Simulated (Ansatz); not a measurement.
Relaxation of CH₈OSSi₂ (13 atoms, charge 0, multiplicity 1), to a largest force component of 0.02 eV/Å in at most 50 steps.

Method: RKS revPBE/cc-pVDZ in Ansatz 0.2.0.

```xyz
13
Properties=species:S:1:pos:R:3
Si -2.237 0.085 -0.565
O -0.856 -0.067 0.246
C 0.324 -0.244 -0.520
Si 2.011 -0.394 0.507
S 2.146 1.336 1.726
H -2.517 -1.054 -1.417
H -2.150 1.323 -1.448
H -3.355 0.317 0.385
H -0.404 0.184 1.091
H 0.271 -1.154 -1.090
H 3.112 -0.507 -0.358
H 1.901 -1.590 1.411
H 0.877 1.289 2.283
```

Question: Where does it end, and by what steps?

Answer: The run converged. After 30 steps the energy has fallen by 4.529 eV; H8 moved furthest, 1.99 Å. Parted: Si1–O2 (1.61 → 2.79 Å). Joined: Si1–C3 (2.58 → 1.94 Å).

```
step  energy less start (eV)  largest force component (eV/Å)  accepted
   0                  0.0000                           5.310       yes
   2                 -1.5944                           0.935       yes
   4                 -1.9710                           1.341       yes
   6                 -2.3111                           1.235       yes
   8                 -2.9575                           1.037       yes
  10                 -4.0423                           0.839       yes
  12                 -4.3677                           0.526       yes
  14                 -4.4136                           0.155       yes
  16                 -4.4354                           0.278       yes
  18                 -4.4449                           0.081       yes
  20                 -4.4520                           0.162       yes
  22                 -4.4694                           0.213       yes
  24                 -4.5084                           0.153       yes
  26                 -4.4180                           0.637        no
  28                 -4.5274                           0.106       yes
  30                 -4.5290                           0.020       yes
```

```xyz
13
Properties=species:S:1:pos:R:3
Si -1.562 0.180 -1.092
O -0.884 -1.180 1.253
C -0.287 -0.811 -0.023
Si 1.419 0.029 0.306
S 1.085 1.549 1.869
H -2.815 -0.645 -1.259
H -1.002 0.522 -2.456
H -1.919 1.460 -0.373
H -0.872 -0.353 1.787
H -0.077 -1.765 -0.558
H 1.978 0.720 -0.915
H 2.417 -0.961 0.856
H 1.641 0.782 2.855
```

The run took 77 s on 2 threads of Intel(R) Xeon(R) Platinum 8488C (Sapphire Rapids), with other jobs on the host, peak memory 0.2 GiB.
